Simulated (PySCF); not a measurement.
# SMILES C=C1OC(CC(F)F)=C1Cl, C6H5ClF2O

Geometry (Å), atoms numbered from 1 in this order:
```xyz
15

C    -3.0725    0.5696   -0.0022
C    -1.8269    0.1671   -0.1266
O    -0.6628    0.9292   -0.3682
C     0.0688   -0.2770   -0.3325
C     1.5316   -0.3563   -0.5077
C     2.2421    0.5220    0.5217
F     2.1550   -0.0214    1.7571
F     3.5632    0.6044    0.2367
C    -1.0079   -1.0552   -0.0994
Cl   -1.3214   -2.7067    0.1220
H    -3.3290    1.6104   -0.0822
H    -3.8568   -0.1407    0.1831
H     1.8593   -1.3908   -0.3921
H     1.8167    0.0098   -1.4982
H     1.8361    1.5435    0.5668
```

Computed, not measured: GIAO B97-2/pcSseg-1 magnetisability, rotational g tensor and spin-rotation constants, non-relativistic, gas phase in PySCF. Geometry: GFN2-xTB.

Task: Give the nuclear spin-rotation constants along the inertial axes (H = +C I·J) beside the isotropic shieldings.

Result: Rotational constants 1.8044, 0.6294, 0.5192 GHz. A star marks the isotopologue with that one atom substituted, in its own axes.
| atom | isotope | Caa (kHz) | Cbb (kHz) | Ccc (kHz) | mean (kHz) | σ (ppm) |
| --- | --- | --- | --- | --- | --- | --- |
| F7 | 19F | 1.308 | 0.731 | 0.530 | 0.857 | 302.6 |
| F8 | 19F | 1.696 | 0.741 | 0.363 | 0.933 | 307.9 |
| Cl10 | 35Cl | 0.481 | 0.087 | 0.108 | 0.225 | 801.0 |
| H11 | 1H | -0.191 | 0.050 | -0.062 | -0.068 | 26.9 |
| H12 | 1H | 0.078 | -0.049 | -0.058 | -0.010 | 27.0 |
| H13 | 1H | -0.193 | 0.031 | -0.063 | -0.075 | 28.6 |
| H14 | 1H | -0.177 | -0.064 | 0.008 | -0.078 | 28.9 |
| H15 | 1H | -0.159 | 0.042 | -0.049 | -0.055 | 25.4 |
| C1 | 13C* | 0.547 | 0.200 | 0.069 | 0.272 | 95.7 |
| C2 | 13C* | 0.717 | 0.277 | 0.136 | 0.377 | 20.0 |
| O3 | 17O* | -0.443 | -0.154 | -0.078 | -0.225 | 136.3 |
| C4 | 13C* | 0.649 | 0.311 | 0.136 | 0.365 | 17.6 |
| C5 | 13C* | 0.303 | 0.119 | 0.080 | 0.167 | 149.5 |
| C6 | 13C* | 0.523 | 0.192 | 0.144 | 0.286 | 68.1 |
| C9 | 13C* | 0.440 | 0.261 | 0.100 | 0.267 | 75.2 |

For the geometry as given, no vibrational averaging.
